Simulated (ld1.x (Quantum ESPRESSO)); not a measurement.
## Cr, TM semilocal: configuration errors across variants

- Element: chromium
- Generator: ld1.x (Quantum ESPRESSO) 7.5
- Type: norm-conserving Troullier–Martins (semilocal form)
- Functional: LDA (PZ)
- Relativity: scalar-relativistic
- Frozen core: [Ne]
- Valence charge: 14
- Reference configuration: 3s2 3p6 3d5 4s1 4p0
- Partial waves: 3s (bound): rc 1.20 bohr; 3d (bound): rc 1.35 bohr; 3p (bound): rc 1.15 bohr
- Local potential: the p channel
- Core correction: none

Occupied shells without a wave of their own: 4s. They enter only through the test configuration that unscreens the potential.

All-electron excitation energies from the reference (eV): (1) 3s2 3p6 3d5 4s0 4p0 7.140; (2) 3s2 3p6 3d4 4s0 4p0 23.483; (3) 3s2 3p6 3d3 4s0 4p0 54.509; (4) 3s2 3p6 3d4 4s2 4p0 -0.058; (5) 3s1 3p6 3d5 4s1 4p0 79.873; (6) 3s2 3p6 3d6 4s0 4p0 1.725; (7) 3s2 3p6 3d2 4s0 4p0 103.138; (8) 3s2 3p6 3d5 4s1 4p0 spin -4.916; (9) 3s2 3p6 3d5 4s0 4p0 spin 2.685.

Spin tests fill each open shell by Hund’s rule, majority spin first.

A semilocal file is local in each channel, so a ghost entry of none says nothing of the separable form that plane-wave codes build from it.

For the base: The 4s level has no wave, so the channel is fitted at the deeper level alone: the likely source of the large errors.

On the changes marked as counting shells twice: ld1.x takes every shell without a wave as core, so the model core holds the marked electrons as well and exchange and correlation see them twice. This cancels in the reference configuration, but the file is broken for other ones, and its errors say nothing about a proper core correction.

Tests that are not counted but printed errors over 1 eV. “wave 3d (bound): rc 1.35 bohr becomes 3d (bound): rc 1.66 bohr”: 3s2 3p6 3d6 4s0 4p0 (solver errors, printed error -2119 eV).

3 further variants failed, have other tests or another functional or relativity, and are left out.

The file “wave 3s (bound): rc 1.20 bohr becomes 3s (bound): rc 1.46 bohr” misses its own reference levels by 0.6 eV.

Errors AE − PS in meV (a dash: test not solved or not reliable):

```tsv
change	(1)	(2)	(3)	(4)	(5)	(6)	(7)	(8)	(9)	bound ghosts
base	-258	-426	-632	+259	-39	-160	-760	+410	+158	none
wave 3d (bound): rc 1.35 bohr becomes 3d (bound): rc 1.66 bohr	-257	-442	-656	+257	-143	–	-649	+370	+126	none
core correction a·sin(br)/r model core inside 0.66 bohr (4s counted twice)	-407	-812	-1242	+248	-98	-169	-1559	+71	-253	none
wave 3s (bound): rc 1.20 bohr becomes 3s (bound): rc 1.46 bohr	-780	-1262	-1866	+764	-77	-493	-2437	+473	-330	none
```

Q: Give the same row for: all radii scaled by about 1.15 (s 1.38, p 1.32, d 1.54 bohr).

A: -609, -1000, -1481, +599, -123, -385, -1838, +430, -185; bound ghosts: none.
